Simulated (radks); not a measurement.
The numbers below are computed, except where a source is named.
All-electron atom: Ru I in [Kr] 4d7 5s1 (the NIST ground configuration).

Level of theory: scalar-relativistic Kohn-Sham, XLYP, spin-polarised, spherical densities, finite nucleus; open shells are filled with parallel spins first (spin-orbit coupling, left out, can overturn this in heavy ions); Fermi nuclear charge, rms radius 4.4809 fm (a radial shooting solver on a logarithmic mesh with Libxc functionals).

Energy parts (hartree):
part                        energy
total                  -4531.75806
kinetic                 4686.35928
electron-nucleus      -10930.97742
Hartree                 1847.32231
exchange-correlation    -134.46223

Orbitals (lengths in bohr, moments of r in powers of bohr; r(90%) holds 90 % of the orbital's charge):
1s up: occ. 1; eigenvalue (hartree) -806.3822; r(90%) 0.0599; <1/r> 45.88
1s down: occ. 1; eigenvalue (hartree) -806.3817; r(90%) 0.0599; <1/r> 45.88
2s up: occ. 1; eigenvalue (hartree) -115.9397; r(90%) 0.225; <1/r> 10.37
2s down: occ. 1; eigenvalue (hartree) -115.9251; r(90%) 0.225; <1/r> 10.37
2p up: occ. 3; eigenvalue (hartree) -103.8461; r(90%) 0.207; <1/r> 10.06
2p down: occ. 3; eigenvalue (hartree) -103.8350; r(90%) 0.207; <1/r> 10.06
3s up: occ. 1; eigenvalue (hartree) -20.40085; r(90%) 0.594; <1/r> 3.594
3s down: occ. 1; eigenvalue (hartree) -20.39282; r(90%) 0.594; <1/r> 3.594
3p up: occ. 3; eigenvalue (hartree) -16.42838; r(90%) 0.608; <1/r> 3.422
3p down: occ. 3; eigenvalue (hartree) -16.41936; r(90%) 0.608; <1/r> 3.422
3d up: occ. 5; eigenvalue (hartree) -10.03449; r(90%) 0.612; <1/r> 3.194
3d down: occ. 5; eigenvalue (hartree) -10.02087; r(90%) 0.611; <1/r> 3.194
4s up: occ. 1; eigenvalue (hartree) -2.82765; r(90%) 1.48; <1/r> 1.345
4s down: occ. 1; eigenvalue (hartree) -2.76008; r(90%) 1.48; <1/r> 1.350
4p up: occ. 3; eigenvalue (hartree) -1.72753; r(90%) 1.67; <1/r> 1.197
4p down: occ. 3; eigenvalue (hartree) -1.65601; r(90%) 1.67; <1/r> 1.201
4d up: occ. 5; eigenvalue (hartree) -0.21306; r(90%) 2.77; <1/r> 0.8133
4d down: occ. 2; eigenvalue (hartree) -0.14382; r(90%) 2.94; <1/r> 0.7957
5s up: occ. 1; eigenvalue (hartree) -0.16958; r(90%) 5.02; <1/r> 0.3871
5s down: occ. 0; eigenvalue (hartree) -0.13438; r(90%) 5.46; <1/r> 0.3618

The highest occupied level is 4d down at -3.914 eV. The density falls to 0.001 e/bohr^3 at r = 4.49 bohr. The spin density at the nucleus is 11.75 e/bohr^3 (1s 0.03, 2s -0.69, 3s 0.37, 4s -1.67, 5s 13.71).
